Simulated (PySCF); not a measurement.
Computed Raman spectrum (relative Raman activity) of a molecule C5H7F. The structure is a stationary point at B3LYP-D3(BJ)/def2-SVP. Other conformers were not sampled. Calculation: B3LYP-D3(BJ)/def2-SVP in PySCF. No scaling factor is applied to the harmonic values.

Lines under 2 % of the strongest are left out, and lines within 2 cm⁻¹ are merged.

ν (cm⁻¹): 803 (w), 827 (vw), 946 (vw), 1062 (vw), 1099 (w), 1237 (vw), 1382 (vw), 1463 (w), 1467 (w), 1473 (w), 1743 (w), 3026 (s), 3036 (m), 3040 (vs), 3094 (m), 3111 (s), 3231 (s) (against the strongest line: vs over 80 %, s over 45 %, m over 15 %, w over 4 %, vw less)

Question: Pick the molecule that these values belong to.
A) CC1=C(F)CC1
B) C=C/C=C(/C)F
C) C[C@H]1CC=C1F
D) C[C@@H]1C=C[C@@H]1F

Answer: C, C[C@H]1CC=C1F
